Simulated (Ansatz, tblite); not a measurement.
Forces on Zr3 at its B3LYP-D4/def2-TZVP geometry. Total charge 0; singlet.

In the def2 sets Zr takes a core potential; there is no spin–orbit coupling. The xTB rows come from tblite. The restricted singlet is unstable towards broken spin symmetry at other levels; at PBE0-D4/def2-TZVP this wasn't settled. The order of the spin states hangs on the level: the quintet lies 0.47 eV below the singlet at PBE0-D4/def2-TZVP, but 1.32 eV above it at GFN1-xTB. The structure comes from a short search, and lower isomers may exist.

GFN1-xTB (tblite), largest force 10.36 eV/Å:

```xyz
3
positions Å, forces eV/Å
Zr    0.351    0.010    1.496    2.368    0.067   10.081
Zr   -1.470   -0.052   -0.444   -9.909   -0.353   -2.989
Zr    1.119    0.042   -1.052    7.541    0.286   -7.092
```

GFN2-xTB (tblite), largest force 13.32 eV/Å:

```
Zr 3.046 0.086 12.969
Zr -12.747 -0.454 -3.846
Zr 9.701 0.368 -9.123
```

PBE0-D4/def2-TZVP (Ansatz), largest force 0.39 eV/Å:

```
Zr -0.090 -0.003 -0.383
Zr 0.376 0.013 0.114
Zr -0.286 -0.011 0.269
```
